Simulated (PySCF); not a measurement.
Species: Ni(AsH3)4 (singlet state).
Structure used (PBE0-D3(BJ)/def2-SVP), in Å, numbered top down from 1:
```xyz
17
As4H12Ni angstrom
Ni     0.014   -0.004    0.011
As    -0.233   -0.046    2.223
H     -1.603   -0.006    2.897
H      0.349    1.025    3.144
H      0.263   -1.193    3.100
As     2.178    0.002   -0.509
H      3.158   -1.072   -0.040
H      3.111    1.147   -0.120
H      2.683   -0.041   -1.950
As    -0.956    1.822   -0.812
H     -2.443    2.111   -0.623
H     -0.991    2.143   -2.305
H     -0.540    3.239   -0.425
As    -0.973   -1.787   -0.883
H     -0.531   -3.221   -0.602
H     -1.064   -2.013   -2.390
H     -2.450   -2.105   -0.656
```

Method: PySCF, TDDFT B3LYP/def2-SVPD, vertical, gas phase, core orbitals frozen in the response. The B3LYP/def2-SVPD calculation is non-relativistic and has no spin–orbit coupling, an omission that weighs most on arsenic.

Ground-to-excited transition dipoles (e·a0, same axes as the geometry; the sign carries no meaning), for the states with f of 0.002 or more among the lowest 14:

| state | E (eV) | μx | μy | μz |
| --- | --- | --- | --- | --- |
| S6 | 4.077 | -0.071 | -0.275 | -0.064 |
| S7 | 4.088 | -0.409 | 0.014 | -0.241 |
| S8 | 4.093 | -0.163 | -0.054 | 0.183 |
| S9 | 4.096 | 0.215 | 0.026 | -0.367 |
| S11 | 4.112 | -0.023 | 0.295 | -0.006 |
| S12 | 4.120 | 0.105 | 0.846 | 0.216 |
| S13 | 4.125 | 0.785 | -0.088 | -0.159 |
| S14 | 4.130 | 0.181 | -0.262 | 0.775 |

**Question.** What oscillator strength does each state have?

**Answer.** f = (2/3) ΔE |μ|² with ΔE in hartree (27.2114 eV).

| state | \|μ\|² (au) | \|μ\| (D) | f |
| --- | --- | --- | --- |
| S6 | 0.085 | 0.74 | 0.008 |
| S7 | 0.226 | 1.21 | 0.023 |
| S8 | 0.063 | 0.64 | 0.006 |
| S9 | 0.182 | 1.08 | 0.018 |
| S11 | 0.088 | 0.75 | 0.009 |
| S12 | 0.774 | 2.24 | 0.078 |
| S13 | 0.649 | 2.05 | 0.066 |
| S14 | 0.702 | 2.13 | 0.071 |

**Question.** What angle do the transition dipoles of S7 and S9 make?

**Answer.** |cos θ| = |μa·μb| / (|μa| |μb|) = 0.00, so θ ≈ 90° (taken between 0 and 90°, since the signs are arbitrary).

**Question.** How is the summed strength of these states shared among x, y and z?

**Answer.** (2/3) Σ ΔE μα² gives 0.091 for x, 0.097 for y and 0.091 for z, 0.279 in all.

**Question.** What peak molar absorption coefficient would the strongest computed level give as a lone Gaussian band 0.3 eV wide at half height?

**Answer.** ε(max) = 2.175×10⁸ f / FWHM, with the width in cm⁻¹. S12/S13/S14 (f summed): 2.175×10⁸ × 0.2147 / 2420 ≈ 19000 L mol⁻¹ cm⁻¹.

S12/S13/S14 coincide within about 0.01 eV; within a degenerate level the directions of the single components are arbitrary.
